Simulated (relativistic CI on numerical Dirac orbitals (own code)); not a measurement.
**Ru XV: sensitivity of the levels to the model**

Base calculation: Dirac-Coulomb-Breit CI, orbitals from a KLI potential per configuration, QED by a radiative potential, unscaled Slater integrals.

CI space (outside the closed core [Ar]): 3d10 4s2, 3d10 4s 4p, 3d10 4p2, 3d10 4s 4d, 3d10 4d2, 3d10 4s 4f, 3d10 4p 4d, 3d10 4f2, 3d10 4p 4f, 3d10 4s 5s, 3d10 4s 5p, 3d10 4d 4f, 3d10 4s 5d, 3d10 4s 5f, 3d10 4s 6s, 3d10 4s 5g, 3d10 4s 6p, 3d10 4s 6d, 3d10 4s 6f, 3d10 4s 7s, 3d9 4s2 4p, 3d9 4s2 4d, 3d9 4s2 4f, 3d9 4s2 5s, 3d9 4s2 5p, 3d9 4s2 5d. Double excitations out of closed p, d and f shells are left out; levels of such configurations are missing from the list, as are those of other unlisted configurations, and high levels can miss mixing partners. These lack a partner that the ground configuration has and come out too high: 3d9 4s2 4p, 3d9 4s2 4d, 3d9 4s2 4f, 3d9 4s2 5s, 3d9 4s2 5p.

Variants: (1) one mean potential for all configurations. Shifts of the energy above 3d10 4s2 1S_0, in cm⁻¹, for the lowest level and the first level of each name with at least 55 % of one term (blank where a level changes its place among those of its configuration and J or its character, or is not in the variant):

```
           Level     Base  Δ(1)
   3d10 4s2 1S_0        0     0
3d10 4s 4p 3P°_0   224521   +32
3d10 4s 4p 3P°_1   234623   +38
3d10 4s 4p 3P°_2   265655   +30
3d10 4s 4p 1P°_1   339983  +207
   3d10 4p2 3P_0   528407   +36
   3d10 4p2 3P_1   555269   +39
   3d10 4p2 1D_2   556950   +32
   3d10 4p2 3P_2   595429   +37
   3d10 4p2 1S_0   649344   +48
 3d10 4s 4d 3D_1   720532   -46
 3d10 4s 4d 3D_2   723107   -45
 3d10 4s 4d 3D_3   727414   -43
 3d10 4s 4d 1D_2   782579    -6
3d10 4p 4d 3F°_2   958378   -18
3d10 4p 4d 3F°_3   977041   -10
3d10 4p 4d 1D°_2   992805   -20
3d10 4p 4d 3F°_4  1003043    +7
3d10 4p 4d 3D°_1  1011471   -45
3d10 4p 4d 3P°_0  1037721   -25
3d10 4p 4d 3P°_1  1040219   -26
3d10 4p 4d 3D°_3  1040616   -34
```

At this charge energies of transitions that change n are usually good to better than 1 %, and those within a shell (Δn = 0) to a few per cent.

Ionisation energy from the two ground configurations alone: base 348.055 eV. The NIST ASD value (theoretical) is 348 eV.

LS names give the leading component of a level, which can be under half, so a name can repeat, a term be missing and a line seem to break the LS rules.
